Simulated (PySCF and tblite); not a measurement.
Values are calculated unless marked as measured or tabulated.
Stationary points of C3H7BF2Si at PBE0-D3(BJ)/def2-SVP, in Å:

Structure A

```
 1 C    -0.471   -1.448   -1.008
 2 C    -0.289   -0.488   -0.088
 3 Si   -1.659    0.774    0.207
 4 C     1.000   -0.381    0.699
 5 B     1.847    0.787    0.086
 6 F     2.805    0.574   -0.796
 7 F     1.603    2.050    0.394
 8 H    -1.394   -1.522   -1.591
 9 H     0.297   -2.204   -1.210
10 H    -1.968    0.850    1.670
11 H    -1.245    2.139   -0.242
12 H    -2.876    0.354   -0.548
13 H     0.787   -0.159    1.759
14 H     1.562   -1.326    0.647
```

Structure B

```
 1 C     0.007   -1.088   -0.975
 2 C    -0.177   -0.425    0.257
 3 Si   -1.672    0.749    0.432
 4 C     0.934   -0.222    1.103
 5 B     1.217    0.203   -0.627
 6 F     2.439   -0.286   -0.970
 7 F     0.945    1.474   -1.033
 8 H    -0.762   -1.003   -1.745
 9 H     0.680   -1.948   -1.054
10 H    -2.686   -0.025    1.208
11 H    -1.276    1.966    1.190
12 H    -2.211    1.084   -0.913
13 H     0.866    0.519    1.903
14 H     1.697   -0.998    1.225
```

Level: PBE0/pcSseg-1 + D3(BJ) on PBE0-D3(BJ)/def2-SVP stationary points, with GFN2-xTB thermal terms.

Q: Which structure is a saddle point, and along which motion?

A: B: one imaginary mode (398i cm⁻¹ at GFN2-xTB, mostly on B5, C4, C1), along the shift of B5 from C4 to C1.

Q: Give their symmetry and energies above the lowest.

A: A C1, 0.0 kcal/mol; B Cs, 29.8 kcal/mol.
